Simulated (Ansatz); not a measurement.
Reaction (redistribution): `C[SiH]1[SiH2][SiH2]1` + `N[SiH2]CO` → `OC[SiH]1[SiH2][SiH2]1` + `C[SiH2]N`

Calculated with Ansatz (gas phase, PBE0-D4/def2-TZVP geometries, no zero-point term in ΔE). CBS: MP2 limit from def2 TZ/QZ plus the TZ coupled-cluster correction, frozen cores. One conformer a species, not always the lowest.

```csv
level,ΔE (eV)
CCSD(T)/def2-TZVPP,0.06
CCSD/CBS(def2),0.04
```

**Question.** What does CCSD(T)/CBS give? (An estimate is asked.)

**Answer.** Ansatz gave: +0.05 eV. The listed levels differ from it by 0.01, -0.01 eV.

Largest T1 diagnostic among the species: 0.014.

In def2-TZVPP, CCSD(T) changes the Hartree–Fock value by +0.07 eV (the triples alone add +0.01 eV) and MP2 by +0.07 eV.
